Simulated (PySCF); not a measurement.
**Si+: excitation energy**

Si+ [Ne] 3s2 3p1 (2P) → Si+ [Ne] 3s1 3p2 (4P), as a difference of total energies. All numbers are calculated (PySCF 2.14, the non-relativistic Hamiltonian (point nucleus), in dyall-acv3z (19s12p6d4f, 113 functions)). Correlated levels: valence: [Ne] frozen; virtual orbitals above 40 to 60 times the deepest correlated orbital energy dropped. The calculations carry no spin-orbit coupling.

```
           method  excitation energy (eV)  error (eV)
              UHF                   3.870      -1.438
    MP2 (valence)                   4.756      -0.552
SCS-MP2 (valence)                   5.108      -0.200
   CCSD (valence)                   5.069      -0.239
CCSD(T) (valence)                   5.097      -0.211
```

Reference: 5.308 eV (measured; NIST levels, between the centres of gravity of the two terms).

Errors of the correlated levels include the incompleteness of this basis and the frozen core.
